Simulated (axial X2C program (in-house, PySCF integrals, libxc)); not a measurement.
## What spin–orbit coupling does to W₂

Calculated with an in-house all-electron X2C program for linear molecules (integrals from PySCF). Spin-free means the one-electron spin-free X2C Hamiltonian; two-component (2c) means X2C with spin–orbit coupling and atomic mean-field two-electron Coulomb and Gaunt terms, so the difference of the two also holds small scalar two-electron terms. Basis: W dyall-cv3z [13s14p9d7f4g] (cores contracted in-house); Gaussian nuclei, density fitting, unrestricted open shells. Masses: W 183.951 u.

Spin-free state: M_S = 5, Λ = 0 (beyond evenly filled blocks: 2 × σα, 2 × π+α, 2 × π-α, 2 × δ+α, 2 × δ-α); fragments W + W.

```
level  Re (Å)  ωe (cm⁻¹)
   HF   2.974      127.3
```

Two-component determinant lowest at the distance of the search:

Ω = 5 (⟨Sz⟩ = 4.95, ⟨Lz⟩ = 0.05 at HF); fragments W + W.

| level | Re (Å) | ωe (cm⁻¹) |
| --- | --- | --- |
| HF | 2.967 | 127.3 |

Q: From the two tables, how do the constants change at the HF level (2c against spin-free)?

A: At the HF level Re decreases by 0.007 Å and ωe is unchanged to within 0.2 cm⁻¹.

De is not given where an atomic determinant may have missed its ground term or J level, or where the truncated virtual space spoils (T). The state is one determinant with fixed occupations, lowest in a PBE0 search at one distance only: followed along the bond, the 2c determinant Ω = 4 reaches 0.12 eV lower at PBE0, so the state shown is not the lowest. With several unpaired electrons one determinant need not be a pure state. Open-shell Ω = 0 determinants with evenly filled partner blocks cannot be reached by this program, so the Ω shown need not be the lowest component.
